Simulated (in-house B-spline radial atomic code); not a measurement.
Results of a calculation; reference values are marked as such.
**Zr in an electron gas of r_s = 4: phase shifts, screening and friction**

A nucleus sits in a uniform electron gas with a rigid positive background. The Kohn-Sham equations are solved self-consistently in the spin-unpolarised LDA (PW92), non-relativistic, on B-splines with outgoing waves at the boundary and partial waves to l = 8. The model has no lattice, no bands and no magnetic solution. Atomic units; δ_l are the phase shifts at the Fermi level, counted so that each bound state adds π, and good to about 0.0005. A narrow, partly filled d or f resonance in a thin gas would split by spin, so such rows rest on a solution that is probably unstable.

The density parameter is r_s = 4 bohr.

| l | δ_l (rad) |
| --- | --- |
| 0 | 12.8472 |
| 1 | 9.4848 |
| 2 | 4.3610 |
| 3 | -0.0379 |
| 4 | -0.0019 |
| 5 | 0.0001 |
| 6 | -0.0004 |
| 7 | -0.0003 |
| 8 | -0.0003 |

Bound levels below the band bottom (hartree): s -13.91, p -11.19, d -6.221, s -1.604, p -0.8762 and deeper ones.

Problem. Check the Friedel sum rule, and say where the screening charge sits.

Solution. k_F = (9π/4)^(1/3)/r_s = 0.47979. The rule is Z = (2/π) Σ (2l + 1) δ_l. The terms are s 8.179, p 18.115, d 13.881, f -0.169 and -0.020 beyond, in all 39.986 against Z = 40. Bound states hold 8 s, 18 p, 10 d electrons, so the scattering states carry 3.99 in all.

Problem. Find the transport cross section and the electronic stopping of a 1 keV Zr ion (mass 91.22 u).

Solution. σ_tr = (4π/k_F²) Σ (l + 1) sin²(δ_l − δ_(l+1)). The terms for l = 0 to 3 are 0.0480, 1.6802, 2.7147, 0.0052, all together 4.4480, so σ_tr = 54.589 × 4.4480 = 242.815 bohr². With n = 3/(4π r_s³) = 0.00373, the friction coefficient is Q = n k_F σ_tr = 0.4346. For v well below v_F = 0.480, dE/dx = Q v; with 24801 eV per u at v = 1, v = √(1000/(24801 × 91.22)) = 0.0210, so dE/dx = 0.00914 hartree/bohr = 4.7 eV/nm. The largest term couples the d and f waves.
